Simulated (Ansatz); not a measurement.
Reaction (formal exchange of groups at the Si–S bond): `CC#CS[SiH3]` + `[SiH3][SiH2][SiH2][SiH2][GeH3]` → `[SiH3][SiH2][SiH2][SiH2][GeH2][SiH3]` + `CC#CS`

Isolated molecules relaxed with PBE0-D4/def2-TZVP in Ansatz; ΔE leaves out vibrations. CBS: MP2 limit from def2 TZ/QZ plus the TZ coupled-cluster correction, frozen cores. For Ge outer-core shells are correlated without core-valence functions, which leaves a few kJ/mol of doubt a bond. Scalar relativity is left out up to krypton. Each species was taken in one conformer, which may not be the lowest.

```tsv
species	SCS-MP2/def2-QZVPP energy (Eh)
`CC#CS[SiH3]`	-804.44758
`[SiH3][SiH2][SiH2][SiH2][GeH3]`	-3239.26424
`[SiH3][SiH2][SiH2][SiH2][GeH2][SiH3]`	-3529.52894
`CC#CS`	-514.16682
```

(1) Work out ΔE.

Largest T1 diagnostic among the species: 0.013.

## Answers

(1) ΔE = (-3529.52894) + (-514.16682) − (-804.44758) − (-3239.26424) = 0.01606 Eh = +42.2 kJ/mol. CCSD(T)/CBS gives +33.3 kJ/mol.

The D4 term adds −7.0 kJ/mol with B3LYP and −4.6 kJ/mol with PBE0; it sums over pairs of atoms, weighted by their polarisabilities, and B3LYP, whose exchange is more repulsive, gets the larger term. In def2-TZVPP, CCSD(T) changes the Hartree–Fock value by −15.9 kJ/mol (the triples alone add −0.8 kJ/mol) and MP2 by −9.2 kJ/mol.

B3LYP here is the variant with VWN-RPA as its local correlation; programs differ in this.
